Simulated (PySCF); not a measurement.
# Computed properties of BeHCl, SMILES [BeH][Cl]

BeHCl, SMILES [BeH][Cl]. Geometry optimised at PBE0-D3(BJ)/def2-TZVPD. One conformer was computed; it need not be the lowest. All values are computed for the isolated molecule unless a solvent is named; none is compared with measurement here.

**Structure.** The optimised structure has C∞v symmetry. All 4 harmonic modes at PBE0-D3(BJ)/def2-TZVPD (PySCF) are real, so it is a minimum.

**Vibrations.** The strongest infrared lines (harmonic, unscaled, degenerate partners summed) lie at 517 cm⁻¹ (330 km/mol, H 74 %, Be 25 %), 2181 cm⁻¹ (152 km/mol, H 87 %, Be 13 %), 816 cm⁻¹ (86 km/mol, Be 67 %, Cl 22 %, H 11 %). The softest mode is at 517 cm⁻¹ and the zero-point energy is 5.8 kcal/mol.

**Electronic structure.** M06-2X/def2-TZVPD (PySCF) places the frontier levels at -10.90 and -0.11 eV, a gap of 10.79 eV, and gives a dipole moment of 0.55 D and a mean polarisability of 30.2 bohr³.

**Excitations.** TDDFT-M06-2X/def2-TZVPD (PySCF) has S1 at 7.62 eV (163 nm, f = 0.000, dark); the most intense of the 10 singlets computed lies at 9.08 eV (f = 0.30). Strengths of degenerate partners are summed. T1 (TDA) is at 6.66 eV. No vertical singlet excitation falls in the visible range (under 3.1 eV).

**NMR.** GIAO shifts at PBE0/pcSseg-2 (PySCF) (non-relativistic, atoms alike by connectivity averaged): ¹H at 3.5 ppm against TMS. Without spin–orbit terms, shifts of atoms bonded to Cl or Br come out too high.
